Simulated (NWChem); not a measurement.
System: CH3ClO3Si; SMILES O=CO[Si@@H](O)Cl

Excerpt of the output:

```
             Northwest Computational Chemistry Package (NWChem) 7.3.0
             --------------------------------------------------------

 C1  symmetry detected

                             Geometry "geometry" -> ""
                             -------------------------

 Output coordinates in angstroms (scale by  1.889725989 to convert to a.u.)

  No.       Tag          Charge          X              Y              Z
 ---- ---------------- ---------- -------------- -------------- --------------
    1 O                    8.0000     0.27337317     2.01680423    -0.96154025
    2 C                    6.0000     0.79514598     1.86028483     0.11032389
    3 O                    8.0000     0.55694482     0.84630993     0.93445856
    4 Si                  14.0000    -0.51798926    -0.42792875     0.55134840
    5 O                    8.0000    -1.73301922     0.13297754    -0.38393399
    6 Cl                  17.0000     0.62412536    -1.85551769    -0.37845390
    7 H                    1.0000     1.54270325     2.55859149     0.53839836
    8 H                    1.0000    -1.02773276    -0.94684242     1.82859499
    9 H                    1.0000    -1.42251805     0.79261144    -1.02597257

 Effective nuclear repulsion energy (a.u.)     377.6047394715

                                 NWChem DFT Module
                                 -----------------

 Summary of "ao basis" -> "ao basis" (spherical)
 ------------------------------------------------------------------------------
       Tag                 Description            Shells   Functions and Types
 ---------------- ------------------------------  ------  ---------------------
 O                          def2-svp                 6       14   3s2p1d
 C                          def2-svp                 6       14   3s2p1d
 Si                         def2-svp                 8       18   4s3p1d
 Cl                         def2-svp                 8       18   4s3p1d
 H                          def2-svp                 3        5   2s1p

            General Information
            -------------------
          SCF calculation type: DFT
          Wavefunction type:  closed shell.
          No. of atoms     :     9
          No. of electrons :    64
           Alpha electrons :    32
            Beta electrons :    32
          Charge           :     0
          Spin multiplicity:     1
          Use of symmetry is: off; symmetry adaption is: off
          Maximum number of iterations: 150
          AO basis - number of functions:   107
                     number of shells:    49
          Convergence on energy requested:  1.00D-06
          Convergence on density requested:  1.00D-05
          Convergence on gradient requested:  5.00D-04

              XC Information
              --------------
                         B3LYP Method XC Potential
                     Hartree-Fock (Exact) Exchange  0.200
                        Slater Exchange Functional  0.800 local
                    Becke 1988 Exchange Functional  0.720 non-local
              Lee-Yang-Parr Correlation Functional  0.810
                  VWN I RPA Correlation Functional  0.190 local

             Grid Information
             ----------------
          Grid used for XC integration:  medium
          Radial quadrature: Mura-Knowles
          Angular quadrature: Lebedev.
          Tag              B.-S. Rad. Rad. Pts. Rad. Cut. Ang. Pts.
          ---              ---------- --------- --------- ---------
          O                   0.60       49          11.0       434
          C                   0.70       49          10.0       434
          Si                  1.10       88          10.0       590
          Cl                  1.00       88          12.0       590
          H                   0.35       45          11.0       434
          Grid pruning is: on
          Number of quadrature shells:   507
          Spatial weights used:  Erf1

      Superposition of Atomic Density Guess
      -------------------------------------

 Sum of atomic energies:       -1011.25817270

      Non-variational initial energy
      ------------------------------

 Total energy =   -1013.416317
 1-e energy   =   -2148.689479
 2-e energy   =     757.668423
 HOMO         =      -0.391465
 LUMO         =       0.025185

     ---------------------------------------------
      Total Density - Mulliken Population Analysis
     ---------------------------------------------

    Atom       Charge   Shell Charges
 -----------   ------   -------------------------------------------------------
    1 O    8     8.73   1.99  1.13  0.68  3.06  1.85  0.01
    2 C    6     5.10   1.99  0.89  0.22  1.45  0.45  0.11
    3 O    8     8.68   1.99  1.10  0.66  3.00  1.92  0.01
    4 Si  14    12.64   2.00  1.99  0.86  0.11  5.93  0.85  0.58  0.32
    5 O    8     8.76   1.99  1.11  0.63  3.09  1.93  0.01
    6 Cl  17    17.40   2.00  1.99  1.22  0.72  5.94  2.16  3.36  0.01
    7 H    1     0.95   0.69  0.25  0.02
    8 H    1     1.08   0.69  0.38  0.01
    9 H    1     0.66   0.51  0.09  0.06

   convergence    iter        energy       DeltaE   RMS-Dens  Diis-err
 ---------------- ----- ----------------- --------- --------- ---------
 d= 0,ls=0.0,diis     1  -1014.8440528472 -1.39D+03  1.75D-02  1.49D+00
 d= 0,ls=0.0,diis     2  -1014.5785664751  2.65D-01  1.12D-02  4.42D+00
 d= 0,ls=0.0,diis     3  -1014.9957579512 -4.17D-01  3.11D-03  2.02D-01
 d= 0,ls=0.0,diis     4  -1015.0095814600 -1.38D-02  1.18D-03  6.33D-02
 d= 0,ls=0.0,diis     5  -1015.0152997356 -5.72D-03  3.15D-04  1.64D-03
  Resetting Diis
 d= 0,ls=0.0,diis     6  -1015.0154676215 -1.68D-04  8.60D-05  9.12D-05
 d= 0,ls=0.0,diis     7  -1015.0154791182 -1.15D-05  3.39D-05  4.53D-06
 d= 0,ls=0.0,diis     8  -1015.0154786091  5.09D-07  1.87D-05  9.90D-06
 d= 0,ls=0.0,diis     9  -1015.0154796062 -9.97D-07  3.83D-06  3.73D-07

         Total DFT energy =    -1015.015479606209
      One electron energy =    -2151.415241317206
           Coulomb energy =      840.425682732742
    Exchange-Corr. energy =      -81.630660493271
 Nuclear repulsion energy =      377.604739471526

 Numeric. integr. density =       64.000010713179

                       DFT Final Molecular Orbital Analysis
                       ------------------------------------

 Vector   30  Occ=2.000000D+00  E=-3.353183D-01
              MO Center=  4.2D-01, -1.5D+00, -2.1D-01, r^2= 2.5D+00
   Bfn.  Coefficient  Atom+Function         Bfn.  Coefficient  Atom+Function
  ----- ------------  ---------------      ----- ------------  ---------------
    86      0.389439  6 Cl py                87     -0.366772  6 Cl pz
    83      0.296102  6 Cl py                84     -0.276369  6 Cl pz
    85      0.239275  6 Cl px                82      0.179200  6 Cl px
    80      0.171644  6 Cl py                81     -0.160299  6 Cl pz
    98      0.127510  8 H  s                 99      0.126779  8 H  s

 Vector   31  Occ=2.000000D+00  E=-3.286395D-01
              MO Center= -1.6D-02, -1.0D+00, -2.9D-01, r^2= 3.4D+00
   Bfn.  Coefficient  Atom+Function         Bfn.  Coefficient  Atom+Function
  ----- ------------  ---------------      ----- ------------  ---------------
    85      0.403056  6 Cl px                87      0.333233  6 Cl pz
    82      0.300676  6 Cl px                84      0.252819  6 Cl pz
    65     -0.250312  5 O  py                66     -0.196805  5 O  pz
    68     -0.187096  5 O  py                79      0.174275  6 Cl px
    69     -0.147461  5 O  pz                81      0.146314  6 Cl pz

 Vector   32  Occ=2.000000D+00  E=-3.123902D-01
              MO Center=  3.2D-01,  1.7D+00, -5.1D-01, r^2= 2.5D+00
   Bfn.  Coefficient  Atom+Function         Bfn.  Coefficient  Atom+Function
  ----- ------------  ---------------      ----- ------------  ---------------
     5      0.477209  1 O  py                 8      0.338092  1 O  py
     4      0.291307  1 O  px                93     -0.208400  7 H  s
     7      0.193600  1 O  px                34     -0.153493  3 O  pz
    94     -0.148180  7 H  s                 33      0.140468  3 O  py
    31      0.117205  3 O  s                 37     -0.115926  3 O  pz

 Vector   33  Occ=0.000000D+00  E=-3.027776D-02
              MO Center=  5.9D-01,  1.7D+00, -3.8D-02, r^2= 2.2D+00
   Bfn.  Coefficient  Atom+Function         Bfn.  Coefficient  Atom+Function
  ----- ------------  ---------------      ----- ------------  ---------------
    18      0.408131  2 C  px                21      0.408612  2 C  px
    22     -0.301671  2 C  py                 7     -0.298371  1 O  px
    19     -0.280010  2 C  py                 4     -0.276783  1 O  px
    53     -0.254436  4 Si px                20     -0.248959  2 C  pz
    23     -0.243471  2 C  pz                 8      0.223722  1 O  py

 Vector   34  Occ=0.000000D+00  E= 3.470011D-02
              MO Center= -8.7D-01, -7.1D-01,  2.1D-01, r^2= 3.7D+00
   Bfn.  Coefficient  Atom+Function         Bfn.  Coefficient  Atom+Function
  ----- ------------  ---------------      ----- ------------  ---------------
    54      0.639496  4 Si py                63      0.617686  5 O  s
    53      0.608624  4 Si px                99      0.486322  8 H  s
   104     -0.446589  9 H  s                 46     -0.409372  4 Si s
    45     -0.361671  4 Si s                 85     -0.362449  6 Cl px
    31     -0.287304  3 O  s                 55      0.274544  4 Si pz

[...]
```

Level: B3LYP/def2-SVP. Coordinates come from a PBE0/def2-SVP optimisation.

Task: Which NWChem input produces such a log?

Result: One answer among several that fit: the input that was run:
```
start job
memory heap 200 mb stack 900 mb global 1100 mb
geometry units angstroms noautoz
  O     -0.049335    -2.109893     1.048693
  C      0.843126    -1.911565     0.267785
  O      0.899644    -0.894549    -0.584604
  Si    -0.298491     0.324205    -0.655682
  O     -1.755000    -0.306095    -0.272315
  Cl     0.318114     1.783855     0.646696
  H      1.730886    -2.568623     0.168393
  H     -0.290142     0.842837    -2.030971
  H     -1.690447    -0.962754     0.440688
end
basis spherical
  * library def2-svp
end
dft
  xc b3lyp
  iterations 150
  mulliken
end
task dft energy
```
